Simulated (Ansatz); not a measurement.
Energy needed to pull apart BAsNH5 (SMILES NB[AsH2]), singlet, into free ground-state atoms, from the structure below (displaced at random from a GFN2-xTB minimum); no zero-point or spin–orbit terms; open-shell atoms are treated unrestricted, in their ground-state multiplicity.

```xyz
8
angstrom
N -1.0472 0.7176 -0.6418
B 0.0733 0.3955 0.0589
As 0.8145 -1.3949 -0.1234
H -1.5209 0.1110 -1.2326
H -1.5244 1.6039 -0.4897
H 0.5221 1.2392 0.7106
H 0.4437 -1.7937 1.1901
H 2.1793 -0.9831 0.4983
```

Computed with Ansatz 0.2.0 (basis: def2-TZVPP); correlated methods freeze the cores. Filled d shells of the heavier atoms are correlated. The def2 sets are not built for correlating such inner shells, so the correlated values are less sure here. B3LYP uses VWN-RPA correlation.

| method | atomization energy (kJ/mol) |
| --- | --- |
| PBE-D4 | ? |
| BLYP-D4 | 2548 |
| r2SCAN-D4 | 2529 |
| PBE0-D4 | 2524 |
| B3LYP-D4 | 2553 |
| wB97M-V | 2539 |
| HF | 1759 |
| MP2 | ? |
| CCSD | 2412 |
| CCSD(T) | 2447 |

(1) What does PBE-D4 give? (Judge from chemistry; the value comes from the calculation.)

(2) What does MP2 give? (To be estimated.)

The T1 diagnostic stays at or below 0.013.

Results:

(1) Computed: 2568 kJ/mol, which is about 120 kJ/mol more than CCSD(T)/def2-TZVPP.

(2) By the calculation: 2451 kJ/mol, which is about 4 kJ/mol more than CCSD(T)/def2-TZVPP.

In triple zeta the MP2 and coupled-cluster atomization energies are still short of their basis limit by a few kcal/mol a bond, whereas those of the functionals are nearly converged, so these differences are not deviations from converged CCSD(T).

For scale, one of the runs: CCSD(T)/def2-TZVPP forces, 180 basis functions (an equivalent command: `ansatz run in.yaml --threads 4`). Hardware: 4 CPU threads, shared host. Wall time 3.6 min; peak host memory 3.3 GiB.
